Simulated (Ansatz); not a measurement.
Computed with Ansatz on PBE0-D4/def2-TZVP structures; ΔE is electronic, products minus reactants. CCSD(T)/CBS is the MP2 limit (def2-TZVPP, def2-QZVPP) plus CCSD(T) − MP2 in def2-TZVPP, frozen cores. DFT in def2-TZVPP. B3LYP here is the variant with VWN-RPA as its local correlation; programs differ in this. One conformer a species, not always the lowest.

`CC[SiH2]C=S` + `C=C(O)[SiH3]` → `C=C([SiH3])OC=S` + `CC[SiH3]`  (substitution at a C–Si bond)

```
             level  ΔE (kJ/mol)  difference from CCSD(T)/CBS
            PBE-D4          9.8                        -13.5
         r2SCAN-D4          7.7                        -15.6
           PBE0-D4         13.8                         -9.5
          B3LYP-D4         10.9                        -12.4
           ωB97X-V         12.1                        -11.2
           ωB97M-V         17.5                         -5.8
               PBE          7.7                        -15.6
            r2SCAN          7.4                        -15.9
              PBE0         12.0                        -11.3
             B3LYP          7.3                        -16.0
SCS-MP2/def2-TZVPP         15.9                         -7.4
CCSD(T)/def2-TZVPP         18.1                         -5.2
     HF/def2-QZVPP          9.8                        -13.5
    MP2/def2-QZVPP         20.0                         -3.3
SCS-MP2/def2-QZVPP         19.2                         -4.1
     MP2/CBS(def2)         22.2                         -1.1
       CCSD(T)/CBS         23.3                            0
```

Largest T1 diagnostic among the species: 0.016.

From PBE to PBE0 (25 % exact exchange), in def2-TZVPP and without D4, ΔE moves by +4.2 kJ/mol. The D4 term adds +3.6 kJ/mol with B3LYP and +1.8 kJ/mol with PBE0; it sums over pairs of atoms, weighted by their polarisabilities, and B3LYP, whose exchange is more repulsive, gets the larger term.

CCSD(T)/CBS has its own doubt, a few kJ/mol and more with outer-core shells, so smaller differences from it don't rank the levels.
